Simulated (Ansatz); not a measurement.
Stepwise reaction of `FB(F)Br` with methanol, as a gas-phase model of exchange steps in deposition or etching. ΔE in kJ/mol.

Isolated molecules relaxed with PBE0-D4/def2-TZVP in Ansatz; ΔE leaves out vibrations. CCSD(T)/CBS adds triple-zeta CCSD(T) − MP2 to the extrapolated MP2 energy (def2 sets, frozen cores). This one scheme is used for every species. Functionals use def2-TZVPP. B3LYP here is the variant with VWN-RPA as its local correlation; programs differ in this. For Br outer-core shells are correlated without core-valence functions, which leaves a few kJ/mol of doubt a bond. Scalar relativity is left out up to krypton. One conformer a species, not always the lowest.

| step | reaction | PBE-D4 | B3LYP-D4 | ωB97M-V | CCSD(T)/CBS |
| --- | --- | --- | --- | --- | --- |
| 1 | `FB(F)Br` + CH₃OH → `COB(F)Br` + H–F | -1.6 | -1.2 | 0.0 | -6.1 |

Task: Give the row of step 2, `COB(F)Br` + CH₃OH → `COB(Br)OC` + H–F. (Estimate.)

Result: Computed: 
```json
{"step": "2", "reaction": "`COB(F)Br` + CH₃OH → `COB(Br)OC` + H–F", "PBE-D4": "8.8", "B3LYP-D4": "8.0", "ωB97M-V": "7.6", "CCSD(T)/CBS": "1.0"}
```

Task: By hand: ΔE of the 2 steps together at CCSD(T)/CBS.

Result: (-6.1) + (1.0) = -5.1 kJ/mol, or -2.5 kJ/mol a step.

In ΔE each step is higher than the one before. PBE-D4 differs from CCSD(T)/CBS by 4.5 to 7.8 kJ/mol a step. Isolated molecules leave out the surface, adducts and barriers. Largest T1 diagnostic: 0.011.
